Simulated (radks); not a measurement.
Problem. The table gives one normalised radial function P(r) = r R(r) of Al in [Ne] 3s0.5 3p2.5 (r in bohr). All-electron calculation, scalar-relativistic Kohn-Sham, PBE, spin-polarised, spherical densities, finite nucleus; open shells are filled with parallel spins first; Fermi nuclear charge, rms radius 3.061 fm. Program: a radial shooting solver on a logarithmic mesh with Libxc functionals.

r,P
0.005639,0.4819
0.008213,0.6776
0.01206,0.9446
0.01756,1.2787
0.02558,1.6758
0.03725,2.0957
0.05426,2.4491
0.07966,2.5962
0.116,2.3849
0.169,1.7910
0.2461,1.0093
0.3584,0.3787
0.522,0.0796
0.7664,0.0069
1.116,0.0002
1.626,0.0000
2.368,0.0000
3.449,0.0000
5.063,0.0000
7.374,0.0000
10.74,0.0000

Which n and l does it have? It may be an empty orbital.

Solution. n = 1, l = 0: the number of nodes gives n - l - 1 = 0, the rise at small r (about r^(l+1)) gives l, and the extent must fit the shell. The curve is that of 1s down; the table hardly tells the two spins apart. 1s down: eigenvalue -1513.1 eV, 0 radial nodes, <r> = 0.120 bohr, 90 % of the charge inside 0.215 bohr.
